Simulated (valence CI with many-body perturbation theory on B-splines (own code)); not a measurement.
**Ga X: fill in the table**

Method: configuration interaction combined with many-body perturbation theory (CI+MBPT): four valence electrons over a frozen Dirac-Fock core [Ar], a basis of 9 s, 9 p, 10 d, 8 f, 5 g, 3 h, 1 i functions for each j, with the one-electron correlation potential Σ1, the two-electron term Σ2, the three-electron term Σ3, Breit, model QED; selected CI, second order for the rest, scaled by the run's own slope (own B-spline code, finite nucleus).

No measured levels were compared; by estimate terms of the open shell hold to 2 to 4 % of their energy, and close levels can change places. Core correlation moves these levels by up to 4900 cm⁻¹, and in measured spectra 5 to 20 % of such shifts remained as error; rates that hang on mixing are uncertain with them. Only levels of the ground parity were solved; by the run's estimate the other parity begins above the list, which can be wrong where configurations are misplaced.

| Level | E (eV) |
| --- | --- |
| 3d4 5D_0 | 0.0000 |
| 3d4 5D_1 | 0.0826 |
| 3d4 5D_2 | ? |
| 3d4 5D_3 | ? |
| 3d4 5D_4 | 0.6354 |
| 3d4 3P_0 [a] | ? |
| 3d4 3H_4 | 4.942 |
| 3d4 3H_5 | 5.132 |
| 3d4 3P_1 [a] | 5.208 |
| 3d4 3H_6 | 5.291 |
| 3d4 3F_3 [a] | 5.542 |
| 3d4 3F_2 [a] | ? |
| 3d4 3F_4 [a] | ? |
| 3d4 3P_2 [a] | 5.881 |
| 3d4 3G_3 | 6.220 |
| 3d4 3G_4 | ? |
| 3d4 3G_5 | 6.462 |
| 3d4 3D_3 | 7.605 |
| 3d4 1I_6 | 7.630 |
| 3d4 3D_2 | 7.672 |

Letters in brackets count levels of one name in rising energy.

(1) The levels stand in rising order. What does the calculation give for the missing energies?

## Answers

(1) 3d4 5D_2 0.2279; 3d4 5D_3 0.4165; 3d4 3P_0 [a] 4.729; 3d4 3F_2 [a] 5.573; 3d4 3F_4 [a] 5.637; 3d4 3G_4 6.329.
